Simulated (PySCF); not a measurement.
# Radial density of Eu (europium, neutral)

PBEsol, [Xe] 4f7 6s2, high-spin 8S determinant. Computed with PySCF 2.14 in ANO-RCC-VTZP, with the spin-free X2C one-electron Hamiltonian (Gaussian nucleus).

```tsv
r (bohr)	4πr²ρ (e/bohr)	4πr²(ρα − ρβ)
0.0200	80.43	0.0028
0.0336	74.82	0.0065
0.0565	105.4	0.0117
0.0951	95.65	0.0257
0.160	91.16	0.3448
0.269	69.01	2.2480
0.452	44.02	6.5989
0.761	29.87	6.8081
1.28	10.80	2.8061
2.15	3.142	0.4456
3.62	0.7318	0.0460
6.09	0.2000	-0.0115
10.2	0.004627	-0.0012
```

Densities and radii are taken from the X2C orbitals without a picture-change correction, which distorts them close to the nucleus.

Spin-orbit coupling, which splits the p, d and f shells strongly at this Z, is absent.

Problem. Where is the radial spin density 4πr²(ρα − ρβ) most negative, and why is it negative at all?

Solution. Around r = 6.09 bohr, down to -0.0115 e/bohr: exchange with the open shell polarises the paired shells in an unrestricted calculation.
